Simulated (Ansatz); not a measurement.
Molecule: TaO$_{3}$, net charge 0, doublet state. The spin state was set by rule; other spins were not relaxed. 
Structure (B3LYP-D3(BJ)/def2-TZVP (Ansatz, a quantum-chemistry and plane-wave program) minimum search):
```xyz
4

Ta     0.0566     0.1272     0.1050
O      1.3172    -0.7829    -0.9775
O     -0.7097    -1.1415     1.0517
O     -1.1242     0.7633    -1.0325
```
Charge 0, spin multiplicity 2.

Total electronic energies in hartree. Valence correlation only, unless marked. Open shells are spin-unrestricted. No spin-orbit coupling. Frozen are the shells of the preceding noble gas and the d and f shells that filled before the atom's block. Past Kr the def2 sets carry scalar-relativistic core potentials. CBS marks a two-point X^-3 extrapolation of the correlation energy; Hartree-Fock from the larger set. [CCSD(T)-MP2]/basis is that difference in the basis named.

```
level                                                                 program  energy (Eh)
-------------------------------------------------------------  --------------  -----------
HF/def2-SVPD                                                           Ansatz   -280.80698
revPBE-D3(BJ)/def2-TZVPD                                       Ansatz + dftd3   -282.85516
r2SCAN/def2-TZVPD                                                      Ansatz   -282.76507
PBE0/def2-QZVPP                                                        Ansatz   -282.58839
B2GP-PLYP-D3(BJ)/def2-TZVPD                                    Ansatz + dftd3   -282.42964
RI-MP2/def2-TZVPPD                                                     Ansatz   -281.98127
SCS-MP2/def2-TZVPP                                                     Ansatz   -281.93797
RI-MP2/CBS(def2-TZVPPD,def2-QZVPPD)+[CCSD(T)-MP2]/def2-SVPD            Ansatz    -282.1003
RI-MP2/CBS(def2-TZVPPD,def2-QZVPPD)+[CCSD(T)-MP2]/def2-TZVPPD          Ansatz    -282.1066
```

Totals of different functionals don't rank their quality; only differences between species are comparable.
